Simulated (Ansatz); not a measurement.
System: C₃H₂F₅ (charge 0, doublet). It need not be the lowest isomer of its formula. 
Geometry from a B3LYP-D3(BJ)/def2-TZVP (Ansatz, a first-principles code) optimisation:
```
C
H 1 1.0801
C 1 1.4821 2 119.47
F 3 1.3691 1 109.58 2 57.04
F 3 1.3715 4 106.70 1 118.68
H 3 1.0902 4 108.30 5 116.27
C 1 1.4828 2 118.92 3 -174.24
F 7 1.3418 1 111.44 2 -19.61
F 7 1.3516 8 107.91 1 122.89
F 7 1.3546 8 107.40 9 114.40
```
Charge 0, spin multiplicity 2.

Total electronic energies in hartree. Correlated levels leave the core frozen unless marked. UHF or UKS for open shells. Spin-orbit coupling is left out. No relativistic terms. CBS(X,Y): correlation extrapolated as X^-3; Hartree-Fock from the larger set. The bracket is a focal-point correction in the basis named.

```
level                                                     program  energy (Eh)
-------------------------------------------------  --------------  -----------
HF/6-31G                                                   Ansatz   -611.72647
HF/cc-pVDZ                                                 Ansatz   -611.95611
BLYP/def2-TZVPD                                            Ansatz   -614.87706
r2SCAN-D4/def2-TZVPD                               Ansatz + dftd4   -614.69738
B97M-V/def2-TZVPD                                          Ansatz            ?
PBE0/6-31G*                                                Ansatz            ?
PBE0-D4/def2-TZVP                                  Ansatz + dftd4   -614.35313
CAM-B3LYP/def2-TZVPD                                       Ansatz            ?
wB97X-V/def2-TZVPD                                         Ansatz   -614.75886
B2GP-PLYP-D4/def2-TZVPD                            Ansatz + dftd4   -614.49735
RPA@PBE/cc-pVTZ                                            Ansatz   -614.63473
MP2/6-31G                                                  Ansatz   -612.56617
SCS-MP2/cc-pVTZ                                            Ansatz   -613.81113
CCSD(T)/cc-pwCVTZ                                          Ansatz   -613.97455
RI-MP2/CBS(cc-pVTZ,cc-pVQZ)+[CCSD(T)-MP2]/cc-pVTZ          Ansatz    -614.2369
```

**Question.** What belongs in the gaps?

**Answer.** 
- B97M-V/def2-TZVPD, energy (Eh): -614.77802
- PBE0/6-31G*, energy (Eh): -614.06947
- CAM-B3LYP/def2-TZVPD, energy (Eh): -614.79128
